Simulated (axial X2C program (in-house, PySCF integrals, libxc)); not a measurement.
**Which molecule has these constants?**

Calculated with an axial X2C code built on PySCF integrals, spin-free (one-electron X2C) or two-component (2c: spin–orbit coupling with atomic mean-field Coulomb and Gaunt terms, which also bring small scalar terms), in Dyall basis sets with cores contracted in-house; open shells are unrestricted.

A two-component CCSD(T) calculation in a Dyall 3-zeta basis gave Re = 1.820 Å, ωe = 887.4 cm⁻¹, De = 3.46 eV, Ω = 1/2.

Question: Which molecule is it?
A. CaS⁻
B. SrS⁻
C. BeS⁻

Answer: C. The others have SrS⁻ 2.601 Å and 324.1 cm⁻¹ (Ω = 1/2); CaS⁻ 2.482 Å and 386.1 cm⁻¹ (Ω = 1/2).

Frozen shells (counts by l): BeS⁻ S 2s1p, Be 1s, 9 electrons correlated; SrS⁻ Sr 4s3p1d, S 2s1p, 9 electrons correlated; CaS⁻ Ca 3s2p, S 2s1p, 9 electrons correlated. Coupled cluster in natural virtuals with an MP2 remainder. Where the outer core of a metal is frozen, bonds come out longer and ionisation energies lower.

Each entry is the lowest single determinant of a limited PBE0 search at one distance. De goes to single-determinant-based atoms at the same level (for ions the charge split of lowest energy) and is withheld (n/a) where an atom does not fit its ground term or J level. Main or longest-lived isotopes.
